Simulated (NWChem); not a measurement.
Species: SiHBrF$_{2}$; SMILES F[SiH](F)Br

```xyz
5

Si     0.3780    -0.9335     0.0000
F     -0.2855    -1.6029    -1.2881
F     -0.2855    -1.6029     1.2881
Br    -0.0566     1.2311     0.0000
H      1.8282    -1.1675     0.0000
```
Atoms are numbered in this order, from 1.

All runs: NWChem. Medium grid unless said otherwise, to which SCAN and Minnesota functionals are sensitive. Structure relaxed at the B3LYP/6-31G* (spherical d) level. B3LYP is NWChem's, with the RPA form of VWN correlation. Total energies of different functionals are on different scales.

| level | energy (Ha) | highest occupied level (eV) | orbital gap (eV) | dipole (D) |
|---|---|---|---|---|
| B3LYP/def2-SVP | -3063.5815 | … | … | … |
| PBE/def2-SVP | -3062.8099 | -7.70 | 7.17 | 1.11 |
| RPBE/def2-SVP | -3063.3177 | -7.65 | 7.23 | 1.08 |
| Hartree-Fock/def2-SVP | -3060.4117 | -12.21 | 16.59 | 1.54 |
| M06/def2-SVP | -3063.3702 | -9.16 | 9.44 | 1.36 |
| revPBE/def2-SVP | -3063.1805 | -7.66 | 7.23 | 1.09 |
| LDA (Slater exchange, PW92)/def2-SVP | -3057.5440 | -7.82 | 7.05 | 1.16 |
| KT2/def2-SVP | -3078.3346 | -7.79 | 7.09 | 1.15 |

Q: Complete the blanks.

A: 
- B3LYP/def2-SVP, highest occupied level (eV): -8.75
- B3LYP/def2-SVP, orbital gap (eV): 8.96
- B3LYP/def2-SVP, dipole (D): 1.23
